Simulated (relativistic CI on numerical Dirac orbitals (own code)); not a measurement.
# Ligand-field terms of d8

Computed with a parametric ligand-field model of a d^n configuration (Racah B and C, spin-orbit zeta, crystal field), exact diagonalisation.

Field parameters in Wybourne normalisation: D3d B²₀ = −7Dσ, B⁴₀ = −14Dq − 21Dτ, B⁴₃ = −14√(10/7) Dq; D4h B²₀ = −7Ds, B⁴₀ = 21(Dq − Dt), B⁴₄ = 21√(5/14) Dq; Td as Oh with Dq negative (B⁴₀ = 21Dq, B⁴₄ = √(5/14) B⁴₀). The field is a parameter set, without covalency.

(1) Ground term and bands for B = 980, C = 4590, ζ = 0 cm⁻¹, D4h, 10Dq = 35550, Ds = -1500, Dt = -410 cm⁻¹?

(2) Ground term and bands for B = 630, C = 2410, ζ = 0 cm⁻¹, D3d, 10Dq = 16400, Dσ = -1200, Dτ = -330 cm⁻¹?

(3) A d8 ion in Td symmetry has the ground term 3T1 and bands at 3T2 2663 cm⁻¹, 3A2 5863 cm⁻¹ (1706 nm), 1T2 12672 cm⁻¹ (789 nm), 1E 13462 cm⁻¹ (743 nm), 3T1 16075 cm⁻¹ (622 nm), 1T2 19503 cm⁻¹ (513 nm). Which parameters reproduce them?

(4) Ground term and bands for B = 840, C = 4140, ζ = 0 cm⁻¹, D3d, 10Dq = 26150, Dσ = -1200, Dτ = -260 cm⁻¹?

(5) Ground term and bands for B = 710, C = 3200, ζ = 0 cm⁻¹, D4h, 10Dq = 31150, Ds = 3000, Dt = -520 cm⁻¹?

## Answers

(1) Ground term 3B1 with 2.00 electrons in the two orbitals of the cubic e set. Spin-allowed: 3B2 35550 cm⁻¹ (281 nm), 3E 37685 cm⁻¹ (265 nm), 3E 47293 cm⁻¹ (211 nm), 3A2 53877 cm⁻¹ (186 nm). Lowest spin-forbidden: 1A1 13334 cm⁻¹ (750 nm), 1B1 16867 cm⁻¹ (593 nm), 1A1 34533 cm⁻¹ (290 nm).

(2) Ground term 3A2 with 2.00 electrons in the two orbitals of the cubic e set. Spin-allowed: 3E 13227 cm⁻¹ (756 nm), 3A1 17121 cm⁻¹ (584 nm), 3E 21604 cm⁻¹ (463 nm), 3A2 22808 cm⁻¹ (438 nm). Lowest spin-forbidden: 1E 9689 cm⁻¹ (1032 nm), 1A1 17377 cm⁻¹ (575 nm), 1E 22040 cm⁻¹ (454 nm).

(3) B = 930, C = 3560, ζ = 0 cm⁻¹, Td, 10Dq = -3200 cm⁻¹.

(4) Ground term 3A2 with 2.00 electrons in the two orbitals of the cubic e set. Spin-allowed: 3E 23650 cm⁻¹ (423 nm), 3A1 26981 cm⁻¹ (371 nm), 3E 33961 cm⁻¹ (294 nm), 3A2 35102 cm⁻¹ (285 nm). Lowest spin-forbidden: 1E 14822 cm⁻¹ (675 nm), 1A1 26528 cm⁻¹ (377 nm), 1E 37639 cm⁻¹ (266 nm).

(5) Ground term 3B1 with 2.00 electrons in the two orbitals of the cubic e set. Spin-allowed: 3A2 29895 cm⁻¹ (335 nm), 3B2 31150 cm⁻¹ (321 nm), 3E 34504 cm⁻¹ (290 nm), 3E 49118 cm⁻¹ (204 nm). Lowest spin-forbidden: 1A1 6574 cm⁻¹ (1521 nm), 1B1 12001 cm⁻¹ (833 nm), 1A1 27724 cm⁻¹ (361 nm).
